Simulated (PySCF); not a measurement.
Correlation energy of He (helium, neutral)

1s2, closed-shell 1S. All numbers are calculated (PySCF 2.14, the spin-free X2C one-electron Hamiltonian (Gaussian nucleus), in jorge-DZP-DKH). Frozen: nothing; 2 electrons correlated.

Total MP2 correlation energy: -25.87 mhartree.

Same-spin part 0.00 and opposite-spin part -25.87 mhartree; SCS-MP2 scales them by 1/3 and 6/5 to -31.04 mhartree.

With two correlated electrons CCSD is exact within the correlated space (frozen core and kept virtual orbitals).

```
level  correlation energy (mhartree)
 CCSD                         -32.37
```

Diagnostics: T1 = 0.00028, D1 = 0.0004, largest double amplitude 0.065.

Cost of the coupled-cluster step: 0.02 s of wall time on 1 thread of Neoverse-V2 (shared host), for 2 correlated electrons.

Iterations:

```
CC2 = 0
CCSD nocc = 1, nmo = 5
frozen orbitals []
max_cycle = 100
direct = 0
conv_tol = 1e-08
conv_tol_normt = 1e-06
diis_space = 8
diis_start_cycle = 0
Init t2, MP2 energy = -2.88112335547738  E_corr(MP2) -0.0258707032990719
Init E_corr(CCSD) = -0.0258707032990719
cycle = 1  E_corr(CCSD) = -0.0310572506813807  dE = -0.00518654738  norm(t1,t2) = 0.0140926
cycle = 2  E_corr(CCSD) = -0.0321001275958973  dE = -0.00104287691  norm(t1,t2) = 0.00307356
cycle = 3  E_corr(CCSD) = -0.0323781349557272  dE = -0.00027800736  norm(t1,t2) = 0.000704516
cycle = 4  E_corr(CCSD) = -0.0323746233868063  dE = 3.51156892e-06  norm(t1,t2) = 2.93338e-05
cycle = 5  E_corr(CCSD) = -0.0323746707071261  dE = -4.73203198e-08  norm(t1,t2) = 4.01102e-07
cycle = 6  E_corr(CCSD) = -0.0323746682408428  dE = 2.46628327e-09  norm(t1,t2) = 1.07706e-08
CCSD converged
E(CCSD) = -2.887627320419155  E_corr = -0.03237466824084279
```
